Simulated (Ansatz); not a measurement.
Pulling on the Ge1–H4 bond in GeH4O2 (SMILES [OH][GeH2][OH]) (multiplicity 1 held, fragments rigid). Energies count from the point at 1.534 Å.
Geometry at that point (charge 0, multiplicity 1):
```xyz
7

Ge     0.33884    -0.06566     0.00760
O     -0.42944     1.43258     0.60497
O     -0.90670    -1.17365    -0.63493
H      1.02668    -0.63794     1.25326
H      1.24372     0.19796    -1.20236
H     -0.88343     1.92366    -0.08772
H     -1.54067    -1.45390     0.03337
```

Restricted levels (R-, RO-) in cc, def2 and unpolarised 6-31G sets keep to the state of the molecule at rest. Active spaces are followed from a long bond inwards. Levels need not reach the same state.

Frozen-core correlation. Filled d and f shells under p-block atoms count as core.

Codes used: Ansatz (Gaussian basis) for Hartree–Fock, density functionals and correlated methods. 

Q: Predict the energy at R = 4.908 Å from FIC-MRCISD on CASSCF(2,2)/cc-pVDZ.

A: 3.81 eV

Q: What is the computed energy at R = 4.908 Å (R-MP2/cc-pVDZ)?

A: 4.96 eV

Q: Estimate the energy at R = 4.908 Å that FIC-MRCISD+Q on CASSCF(2,2)/cc-pVDZ returns for this input.

A: 3.85 eV

Doubts at one or more of the structures used: a restricted determinant that unrestricted orbitals would lower (R-MP2/cc-pVDZ).

Ansatz is an electronic-structure program.
